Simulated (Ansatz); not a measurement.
Species: C2H5Ge, charge 0, doublet. C2H5Ge (SMILES [GeH3]/[CH]=[C]/[H], doublet).
B3LYP-D3(BJ)/def2-TZVP minimum from Ansatz (a quantum-chemistry and plane-wave program):
```
C
C 1 1.2971
H 2 1.0798 1 140.18
H 1 1.0951 2 121.19 3 0.00
Ge 1 1.9641 4 116.43 2 180.00
H 5 1.5342 1 109.37 4 -180.00
H 5 1.5403 6 110.22 1 120.16
H 5 1.5403 6 110.22 7 119.67
```
Charge 0, spin multiplicity 2.

Total energies in hartree (Ansatz). UHF or UKS for unpaired electrons; spin-orbit terms are left out. Cores are frozen in correlated methods (noble-gas shells, and filled d and f shells in the p block). No relativity. Where a partner has so few electrons that a lower coupled-cluster level is exact, that level stands in. The UHF reference of C2H5Ge ([H]/[C]=[CH]/[GeH3], doublet) is spin-contaminated (<S^2> up to 0.17 over the pure value in the sets run).

```tsv
species	HF/cc-pVTZ	CCSD(T)/cc-pVTZ	HF/cc-pVQZ	CCSD(T)/cc-pVQZ	CCSD(T)/cc-pVDZ	CCSDT(Q)/cc-pVDZ
1: C2H5Ge (SMILES [C](=[CH]\[GeH3])/[H], doublet)	-2153.98508	-2154.45797	-2153.99392	-2154.49047	-2154.28439	-2154.28687
2: Ge (triplet)	-2075.36107	-2075.42794	-2075.36359	-2075.43284	-2075.34866	-2075.34895
3: C (triplet)	-37.69157	-37.78076	-37.69331	-37.78654	-37.76038	-37.76071
4: H (doublet)	-0.49981	-0.49981	-0.49995	-0.49995	-0.49928	-0.49928
```

Q: Work out the atomisation energy (electronic, to ground-state atoms) in kJ/mol: take Hartree-Fock from cc-pVQZ, extrapolate the CCSD(T) correlation energy as X^-3 (X = 3, 4), and add CCSDT(Q) - CCSD(T) in cc-pVDZ. 1 hartree = 2625.5 kJ/mol.

A: 
Species 1: correlation (64·(-0.49655) - 27·(-0.47289))/37 = -0.51382; step -0.00248; E1 = -2153.99392 + (-0.51382) + (-0.00248) = -2154.51022
Species 2: correlation (64·(-0.06925) - 27·(-0.06687))/37 = -0.07099; step -0.00029; E2 = -2075.36359 + (-0.07099) + (-0.00029) = -2075.43487
Species 3: correlation (64·(-0.09323) - 27·(-0.08919))/37 = -0.09618; step -0.00033; E3 = -37.69331 + (-0.09618) + (-0.00033) = -37.78982
Species 4: correlation (64·(0.00000) - 27·(0.00000))/37 = 0.00000; step +0.00000; E4 = -0.49995 + (0.00000) + (+0.00000) = -0.49995
-1·E1 +1·E2 +2·E3 +5·E4 = 0.99596 hartree = 2614.9 kJ/mol.
